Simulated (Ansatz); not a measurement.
Cartesian coordinates in Å:
```
C 1.760 1.691 0.000
C 1.043 1.329 1.061
Si -0.600 0.501 0.919
O -0.504 -0.902 1.785
O -0.920 0.184 -0.651
Si -0.766 -1.063 -1.702
O -0.857 -2.503 -0.927
H 2.726 2.180 0.093
H 1.409 1.510 -1.011
H 1.442 1.536 2.053
H -1.717 1.323 1.449
H -1.330 -1.260 2.115
H 0.537 -0.903 -2.397
H -1.890 -1.035 -2.660
H -0.332 -2.588 -0.127
```

Total charge 0; spin multiplicity 1.

List the ωB97M-V/def2-TZVPP orbital energies in eV (the Gaussian-basis code of Ansatz). (An estimate is asked.)

The calculation gave: Occupied: -1807.82, -1807.75, -526.40, -526.13, -526.09, -281.86, -281.33, -148.73, -148.66, -102.89, -102.85, -102.82, -102.81, -102.78, -102.75, -31.39, -30.95, -30.43, -24.33, -19.69, -18.74, -17.86, -17.07, -15.87, -15.02, -14.65, -14.40, -13.98, -13.37, -12.96, -12.52, -12.01, -11.95, -11.34, -10.69, -10.46. Lowest empty: 1.27, 2.17, 2.55, 2.78, 3.31, 3.64, 3.71, 3.92.
